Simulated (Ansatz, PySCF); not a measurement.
Isomers of CH3NO: 1 is NC=O, 2 is N(O)=C; one conformer of each (the lowest of an xTB search), B3LYP-D3(BJ)/def2-TZVP minima.
Isomer 1 (charge 0, multiplicity 1):
```tsv
atom	x (Å)	y (Å)	z (Å)
N	-0.6935	-0.0314	-0.0093
C	0.6612	0.0338	0.0080
O	1.3082	1.0440	-0.1452
H	-1.2270	0.8098	-0.1588
H	-1.1758	-0.9022	0.1246
H	1.1269	-0.9540	0.1806
```
Isomer 2 (charge 0, multiplicity 1):
```xyz
6

C     -0.8739     0.0868     0.0632
N      0.1966    -0.5864     0.0910
O      1.3165     0.2129    -0.1578
H     -1.7923    -0.4553     0.2463
H     -0.8935     1.1568    -0.1328
H      2.0466    -0.4148    -0.1075
```

No zero-point or thermal terms.

Cores are frozen in the correlated methods.

Run with Ansatz (Gaussian orbitals); PySCF for the dispersion terms. Values without a source in brackets are computed.

Problem. Estimate the electronic energy of isomer 2 less that of isomer 1 that PBE0-D3(BJ)/def2-TZVPP returns for this input.

Solution. 222 kJ/mol

Problem. Predict the electronic energy of isomer 2 less that of isomer 1 from CCSD(T)/cc-pVTZ.

Solution. 208 kJ/mol

Problem. What is the computed electronic energy of isomer 2 less that of isomer 1 (CCSD(T)/cc-pVDZ)?

Solution. 201 kJ/mol

Ansatz is an electronic-structure program.
